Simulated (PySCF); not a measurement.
## Computed structure and properties of TaH4

System: TaH4 (doublet); start: displaced along the imaginary mode (D2d). Method: PySCF 2.14.0, UKS PBE0, Ta def2-SVP with ECP60, H def2-SVP; non-relativistic Hamiltonian with scalar-relativistic core potentials where named; density fitting; no spin-orbit coupling.

Input of the relaxation:

```python
mol = gto.M(atom='''
Ta     0.00000     0.00000    -0.00000
H      1.86470    -0.00000     0.25000
H      0.00000     1.86470    -0.25000
H     -1.86470     0.00000     0.25000
H     -0.00000    -1.86470    -0.25000''',
    basis={'Ta': 'def2-SVP', 'H': 'def2-SVP'},
    ecp={'Ta': 'def2-SVP'},
    charge=0, spin=1)
mf = dft.UKS(mol, xc='PBE0')
mf.grids.atom_grid = (50, 194)
mf = mf.density_fit()  # fitting sets: Ta def2-universal-JKFIT, H def2-universal-JKFIT
mf.conv_tol = 1e-08; mf.max_cycle = 55
mf.kernel(dm0)  # dm0: converged density of the start geometry
# quasi-Newton relaxation in Cartesian coordinates to a largest gradient under 0.00045 Eh/bohr, steps kept in the point group
```

Run from Python with OMP_NUM_THREADS=2; the lines above give its settings. Where DIIS fails, smearing, a level shift and second-order steps follow.
It took 12 s on 2 threads of Arm Neoverse N1 (shared host), from the converged density of the start.

Course of the relaxation:

```csv
step,energy above end (eV),largest force component within the symmetry (eV/Å)
0,2.3424,1.031
1,1.5294,0.879
2,0.6570,0.913
3,0.1932,0.583
4,0.0255,0.171
5,0.0011,0.022
6,0.0000,0.003
```

Relaxed geometry (D2d):

```xyz
5

Ta    0.0000    0.0000    0.0000
H     1.4807    0.0000    0.9677
H     0.0000    1.4807   -0.9677
H    -1.4807    0.0000    0.9677
H     0.0000   -1.4807   -0.9677
```

| contact | Å |
| --- | --- |
| Ta1–H2 (H) | 1.769 |
| Ta1–H3 (H) | 1.769 |
| Ta1–H4 (H) | 1.769 |
| Ta1–H5 (H) | 1.769 |

On the finer grid (75, 302):

The HOMO is -5.73 eV, the LUMO is -3.07 eV and the dipole about the centre of mass is 0.00 D. The spin squared is 0.755 and the set of Mulliken populations of Ta1 outside the core potential is s 2.86, p 6.19, d 3.01, f 0.03. The D3(BJ) dispersion energy (not in the energies) is -0.046 eV.

```csv
atom,Mulliken (e),Löwdin (e),spin (e)
Ta1,0.91,0.49,1.15
H2,-0.23,-0.12,-0.04
H3,-0.23,-0.12,-0.04
H4,-0.23,-0.12,-0.04
H5,-0.23,-0.12,-0.04
```

On the grid (50, 194), as all that follows. Harmonic modes: a minimum; lowest 466 cm⁻¹ (negative: unstable), highest 1927 cm⁻¹, zero-point energy 0.653 eV.

Taking off one H (charge -1, singlet; the rest: doublet) in vacuum, both parts rigid, costs 11.32 eV; the small basis without counterpoise inflates it. Most of it is the attraction of opposite charges; other ways to part are cheaper, and one spin state was tried for the rest.

Rigid scan of H along the line from its metal:

distance to H2 (Å), energy (eV) and a bar:
```
     1.47      0.888 #########
     1.57      0.342 ####
     1.67      0.075 #
     1.77      0.000 
     1.87      0.058 #
     1.97      0.205 ##
     2.17      0.649 #######
     2.47      1.444 ###############
     2.87      2.347 ########################
     3.37      2.905 ##############################
```

One start shape was tried, so this needn't be the lowest isomer.

Open shells may have lower solutions than the one found.
